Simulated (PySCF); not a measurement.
ClK, charge +1, doublet, geometry from GFN2-xTB (such geometries of metal compounds can be far from the true shape) (a state made from the parent by changing its charge; the spin is typed, not shown lowest); R2SCAN/6-311G** (PySCF).

The PySCF input:
```python
from pyscf import gto, scf, dft

mol = gto.M(
    atom='''
K    -0.000000   -0.000000   -1.529491
Cl    0.000000    0.000000    1.709431
''',
    basis='6-311g**',
    charge=1,
    spin=1,
    verbose=4,
)

mf = dft.UKS(mol)
mf.xc = 'r2scan'
mf.conv_tol = 1e-12
mf.kernel()
```

Task: Write the output that PySCF gives for this input, abridged.

Result: 
```
PySCF version 2.14.0

[INPUT] verbose = 4
[INPUT] num. atoms = 2
[INPUT] num. electrons = 35
[INPUT] charge = 1
[INPUT] spin (= nelec alpha-beta = 2S) = 1
[INPUT] symmetry False subgroup None
[INPUT] Mole.unit = angstrom
[INPUT] Symbol           X                Y                Z      unit          X                Y                Z       unit  Magmom
[INPUT]  1 K      0.000000000000   0.000000000000  -1.529491000000 AA    0.000000000000   0.000000000000  -2.890319099987 Bohr   0.0
[INPUT]  2 Cl     0.000000000000   0.000000000000   1.709431000000 AA    0.000000000000   0.000000000000   3.230356418841 Bohr   0.0

nuclear repulsion = 52.7719528680098
number of shells = 29
number of NR pGTOs = 115
number of NR cGTOs = 65
basis = 6-311g**
ecp = {}

******** <class 'pyscf.dft.uks.UKS'> ********
method = UKS
initial guess = minao
damping factor = 0
level_shift factor = 0
DIIS = <class 'pyscf.scf.diis.CDIIS'>
diis_start_cycle = 1
diis_space = 8
diis_damp = 0
SCF conv_tol = 1e-12
SCF conv_tol_grad = None
SCF max_cycles = 50
direct_scf = True
direct_scf_tol = 1e-13
number electrons alpha = 18  beta = 17
XC library pyscf.dft.libxc version 7.1.2
    S. Lehtola, C. Steigemann, M. J. T. Oliveira, and M. A. L. Marques,  SoftwareX 7, 1–5 (2018)
XC functionals = r2scan
    J. W. Furness, A. D. Kaplan, J. Ning, J. P. Perdew, and J. Sun,  J. Phys. Chem. Lett. 11, 8208–8215 (2020)
    J. W. Furness, A. D. Kaplan, J. Ning, J. P. Perdew, and J. Sun,  J. Phys. Chem. Lett. 11, 9248–9248 (2020)
    J. W. Furness, A. D. Kaplan, J. Ning, J. P. Perdew, and J. Sun,  J. Phys. Chem. Lett. 11, 8208–8215 (2020)
    J. W. Furness, A. D. Kaplan, J. Ning, J. P. Perdew, and J. Sun,  J. Phys. Chem. Lett. 11, 9248–9248 (2020)
radial grids:
    Treutler-Ahlrichs [JCP 102, 346 (1995); DOI:10.1063/1.469408] (M4) radial grids

becke partition: Becke, JCP 88, 2547 (1988); DOI:10.1063/1.454033
pruning grids: <function nwchem_prune>
grids dens level: 3
symmetrized grids: False
atomic radii adjust function: <function treutler_atomic_radii_adjust>
small_rho_cutoff = 0
Set gradient conv threshold to 1e-06
tot grids = 38920
init E= -1059.87462470751

cycle= 1 E= -1059.82643478086  delta_E= 0.0482  |g|= 0.202  |ddm|= 0.847
cycle= 2 E= -1059.83101668963  delta_E= -0.00458  |g|= 0.0571  |ddm|= 0.122
cycle= 3 E= -1059.83155263167  delta_E= -0.000536  |g|= 0.0149  |ddm|= 0.0415
cycle= 4 E= -1059.83160963775  delta_E= -5.7e-05  |g|= 0.00164  |ddm|= 0.0116
cycle= 5 E= -1059.83161078765  delta_E= -1.15e-06  |g|= 0.000707  |ddm|= 0.00256
cycle= 6 E= -1059.83161098595  delta_E= -1.98e-07  |g|= 6.28e-05  |ddm|= 0.000694
cycle= 7 E= -1059.83161098872  delta_E= -2.77e-09  |g|= 1.27e-05  |ddm|= 0.000107
cycle= 8 E= -1059.83161098886  delta_E= -1.46e-10  |g|= 5e-06  |ddm|= 2.86e-05
cycle= 9 E= -1059.83161098889  delta_E= -2.27e-11  |g|= 1.66e-06  |ddm|= 9.1e-06
cycle= 10 E= -1059.8316109889  delta_E= -1.25e-11  |g|= 1.5e-06  |ddm|= 1.07e-05
cycle= 11 E= -1059.83161098891  delta_E= -1.3e-11  |g|= 1.49e-06  |ddm|= 8.57e-06
cycle= 12 E= -1059.83161098892  delta_E= -5.68e-12  |g|= 1.49e-06  |ddm|= 4.52e-06
cycle= 13 E= -1059.83161098893  delta_E= -1.46e-11  |g|= 1.48e-06  |ddm|= 1.17e-05
cycle= 14 E= -1059.83161098894  delta_E= -4.55e-12  |g|= 1.48e-06  |ddm|= 3.97e-06
cycle= 15 E= -1059.83161098894  delta_E= -4.55e-12  |g|= 1.48e-06  |ddm|= 3.88e-06
cycle= 16 E= -1059.83161098894  delta_E= -1.82e-12  |g|= 1.48e-06  |ddm|= 2.71e-06
cycle= 17 E= -1059.83161098895  delta_E= -2.5e-12  |g|= 1.48e-06  |ddm|= 1.23e-06
cycle= 18 E= -1059.83161098895  delta_E= -1.14e-12  |g|= 1.48e-06  |ddm|= 8.54e-07
cycle= 19 E= -1059.83161098895  delta_E= -3.64e-12  |g|= 1.48e-06  |ddm|= 1.51e-06
cycle= 20 E= -1059.83161098895  delta_E= -3.18e-12  |g|= 1.48e-06  |ddm|= 3.8e-06
cycle= 21 E= -1059.83161098896  delta_E= -4.32e-12  |g|= 1.48e-06  |ddm|= 3.71e-06
cycle= 22 E= -1059.83161098896  delta_E= -5.46e-12  |g|= 1.48e-06  |ddm|= 2.71e-06
cycle= 23 E= -1059.83161098897  delta_E= -2.96e-12  |g|= 1.48e-06  |ddm|= 2.55e-06
cycle= 24 E= -1059.83161098897  delta_E= -2.73e-12  |g|= 1.48e-06  |ddm|= 2.38e-06
cycle= 25 E= -1059.83161098897  delta_E= -4.55e-12  |g|= 1.48e-06  |ddm|= 2.34e-06
cycle= 26 E= -1059.83161098898  delta_E= -1.82e-12  |g|= 1.48e-06  |ddm|= 2.48e-06
cycle= 27 E= -1059.83161098898  delta_E= -2.73e-12  |g|= 1.48e-06  |ddm|= 2.68e-06
cycle= 28 E= -1059.83161098898  delta_E= -2.27e-12  |g|= 1.48e-06  |ddm|= 2.83e-06
cycle= 29 E= -1059.83161098899  delta_E= -5.23e-12  |g|= 1.48e-06  |ddm|= 2.71e-06
cycle= 30 E= -1059.83161098899  delta_E= -2.27e-13  |g|= 1.48e-06  |ddm|= 2.59e-06
cycle= 31 E= -1059.83161098899  delta_E= -4.55e-12  |g|= 1.48e-06  |ddm|= 2.57e-06
cycle= 32 E= -1059.83161098899  delta_E= -2.73e-12  |g|= 1.48e-06  |ddm|= 2.57e-06
cycle= 33 E= -1059.831610989  delta_E= -4.09e-12  |g|= 1.48e-06  |ddm|= 2.6e-06
cycle= 34 E= -1059.831610989  delta_E= -3.64e-12  |g|= 1.48e-06  |ddm|= 2.63e-06
cycle= 35 E= -1059.831610989  delta_E= -1.82e-12  |g|= 1.48e-06  |ddm|= 2.65e-06
cycle= 36 E= -1059.83161098901  delta_E= -2.73e-12  |g|= 1.48e-06  |ddm|= 2.64e-06
cycle= 37 E= -1059.83161098901  delta_E= -6.14e-12  |g|= 1.48e-06  |ddm|= 2.62e-06
cycle= 38 E= -1059.83161098901  delta_E= -1.82e-12  |g|= 1.48e-06  |ddm|= 2.61e-06
cycle= 39 E= -1059.83161098902  delta_E= -3.87e-12  |g|= 1.48e-06  |ddm|= 2.61e-06
cycle= 40 E= -1059.83161098902  delta_E= -4.32e-12  |g|= 1.48e-06  |ddm|= 2.61e-06
cycle= 41 E= -1059.83161098903  delta_E= -3.18e-12  |g|= 1.48e-06  |ddm|= 2.62e-06
cycle= 42 E= -1059.83161098903  delta_E= -2.73e-12  |g|= 1.48e-06  |ddm|= 2.62e-06
cycle= 43 E= -1059.83161098903  delta_E= -2.96e-12  |g|= 1.48e-06  |ddm|= 2.62e-06
cycle= 44 E= -1059.83161098904  delta_E= -5e-12  |g|= 1.48e-06  |ddm|= 2.62e-06
cycle= 45 E= -1059.83161098904  delta_E= -1.82e-12  |g|= 1.48e-06  |ddm|= 2.62e-06
cycle= 46 E= -1059.83161098904  delta_E= -3.41e-12  |g|= 1.48e-06  |ddm|= 2.62e-06
cycle= 47 E= -1059.83161098905  delta_E= -3.64e-12  |g|= 1.48e-06  |ddm|= 2.62e-06
cycle= 48 E= -1059.83161098905  delta_E= -2.96e-12  |g|= 1.48e-06  |ddm|= 2.62e-06
cycle= 49 E= -1059.83161098905  delta_E= -4.32e-12  |g|= 1.48e-06  |ddm|= 2.62e-06
cycle= 50 E= -1059.83161098905  delta_E= -1.59e-12  |g|= 1.48e-06  |ddm|= 2.62e-06
SCF not converged.
SCF energy = -1059.83161098905 after 50 cycles  <S^2> = 0.75321736  2S+1 = 2.0032148
```

Convergence was not reached.
